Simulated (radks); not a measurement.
All-electron atom: Zn III in [Ar] 3d10 (the NIST ground configuration). All-electron calculation, scalar-relativistic Kohn-Sham, exchange-only LDA, spin-polarised, spherical densities, finite nucleus; Fermi nuclear charge, rms radius 3.9283 fm. Program: a radial shooting solver on a logarithmic mesh with Libxc functionals.

Unscreened Slater integrals over Kohn-Sham orbitals (hartree). They are taken over the spin-up orbitals.

| integral | value |
|---|---|
| F0(3d,3d) | 1.0588 |
| F2(3d,3d) | 0.47970 |
| F4(3d,3d) | 0.29650 |
| F0(3d,3p) | 1.1497 |
| F2(3d,3p) | 0.53475 |
| G1(3d,3p) | 0.66056 |
| G3(3d,3p) | 0.39879 |
| F0(3d,3s) | 1.1718 |
| G2(3d,3s) | 0.49869 |
| F0(3d,2p) | 1.5050 |
| F2(3d,2p) | 0.29063 |
| G1(3d,2p) | 0.21921 |
| G3(3d,2p) | 0.12465 |
| F0(3p,3p) | 1.2655 |
| F2(3p,3p) | 0.62952 |
| F0(3p,3s) | 1.2913 |
| G1(3p,3s) | 0.85229 |
| F0(3p,2p) | 1.7262 |
| F2(3p,2p) | 0.34513 |
| G0(3p,2p) | 0.13306 |
| G2(3p,2p) | 0.14034 |
| F0(3s,3s) | 1.3194 |
| F0(3s,2p) | 1.7610 |
| G1(3s,2p) | 0.14419 |
| F0(2p,2p) | 4.6006 |
| F2(2p,2p) | 2.1703 |
